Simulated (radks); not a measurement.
Cr+, 23 electrons, occupied as [Ar] 3d5 (the NIST ground configuration). Calculated with a radial shooting solver on a logarithmic mesh with Libxc functionals: scalar-relativistic Kohn-Sham, XLYP, spin-unpolarised, spherical densities, finite nucleus; Fermi nuclear charge, rms radius 3.6452 fm.

Normalised radial functions P(r) = r R(r), r in bohr:

r	1s	2s	3d
0.003472	0.7680	0.2308	0.0000
0.003914	0.8552	0.2569	0.0000
0.004449	0.9577	0.2876	0.0000
0.005056	1.0705	0.3213	0.0000
0.005701	1.1863	0.3558	0.0000
0.006479	1.3207	0.3958	0.0000
0.007364	1.4666	0.4391	0.0000
0.00837	1.6240	0.4855	0.0001
0.009437	1.7815	0.5317	0.0001
0.01073	1.9593	0.5835	0.0001
0.01219	2.1458	0.6373	0.0002
0.01374	2.3267	0.6886	0.0002
0.01562	2.5234	0.7432	0.0003
0.01775	2.7200	0.7961	0.0005
0.02002	2.9000	0.8423	0.0007
0.02275	3.0819	0.8855	0.0010
0.02586	3.2463	0.9192	0.0014
0.02916	3.3778	0.9390	0.0019
0.03314	3.4856	0.9434	0.0027
0.03766	3.5513	0.9260	0.0038
0.04246	3.5671	0.8854	0.0053
0.04826	3.5280	0.8115	0.0075
0.05485	3.4258	0.7016	0.0104
0.06185	3.2704	0.5626	0.0142
0.07029	3.0427	0.3741	0.0196
0.07989	2.7569	0.1444	0.0269
0.09007	2.4463	-0.1052	0.0359
0.1024	2.0844	-0.4009	0.0485
0.1164	1.7099	-0.7156	0.0649
0.1322	1.3439	-1.0331	0.0859
0.1491	1.0263	-1.3158	0.1106
0.1695	0.7302	-1.5801	0.1431
0.1926	0.4885	-1.7842	0.1827
0.2172	0.3146	-1.9036	0.2268
0.2468	0.1825	-1.9415	0.2814
0.2805	0.0969	-1.8829	0.3434
0.3163	0.0489	-1.7459	0.4072
0.3595	0.0211	-1.5288	0.4795
0.4086	0.0081	-1.2637	0.5534
0.4606	0.0029	-0.9993	0.6211
0.5236	0.0008	-0.7290	0.6876
0.595	0.0002	-0.4943	0.7442
0.6709	0.0000	-0.3192	0.7841
0.7625	0.0000	-0.1835	0.8090
0.8667	0.0000	-0.0955	0.8140
0.9771	0.0000	-0.0469	0.8007
1.111	0.0000	-0.0195	0.7694
1.262	0.0000	-0.0071	0.7234
1.423	0.0000	-0.0024	0.6702
1.617	0.0000	-0.0006	0.6059
1.838	0.0000	-0.0001	0.5369
2.089	0.0000	0.0000	0.4658
2.356	0.0000	0.0000	0.3993
2.677	0.0000	0.0000	0.3302
3.043	0.0000	0.0000	0.2649
3.431	0.0000	0.0000	0.2086
3.9	0.0000	0.0000	0.1555
4.432	0.0000	0.0000	0.1105
4.997	0.0000	0.0000	0.0762
5.68	0.0000	0.0000	0.0478

1s: eigenvalue -5891.5 eV, 0 radial nodes, <r> = 0.0635 bohr, 90 % of the charge inside 0.113 bohr. 2s: eigenvalue -674.31 eV, 1 radial node at r = 0.0858 bohr, <r> = 0.293 bohr, 90 % of the charge inside 0.455 bohr. 3d: eigenvalue -9.966 eV, 0 radial nodes, <r> = 1.43 bohr, 90 % of the charge inside 2.57 bohr.
